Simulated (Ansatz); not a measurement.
`CO[SiH2]S[SiH2]OC` + `N[SiH](N)[SiH3]` → `CN[SiH](N)[SiH3]` + `CO[SiH2]S[SiH2]O`  (substitution at a C–O bond)

Gas-phase electronic energies from Ansatz, PBE0-D4/def2-TZVP geometries. CBS: MP2 limit from def2 TZ/QZ plus the TZ coupled-cluster correction, frozen cores. Functionals use def2-TZVPP. B3LYP here is the variant with VWN-RPA as its local correlation; programs differ in this. One conformer a species, not always the lowest.

```tsv
species	B3LYP-D4 energy (Eh)
`CO[SiH2]S[SiH2]OC`	-1210.19705
`N[SiH](N)[SiH3]`	-693.49117
`CN[SiH](N)[SiH3]`	-732.81079
`CO[SiH2]S[SiH2]O`	-1170.88739
```

Question: Work out ΔE.

Answer: ΔE = (-732.81079) + (-1170.88739) − (-1210.19705) − (-693.49117) = -0.00996 Eh = -26.1 kJ/mol. CCSD(T)/CBS gives -30.1 kJ/mol.

Largest T1 diagnostic among the species: 0.012.

In def2-TZVPP, CCSD(T) changes the Hartree–Fock value by −13.8 kJ/mol (the triples alone add −2.0 kJ/mol) and MP2 by −17.2 kJ/mol.
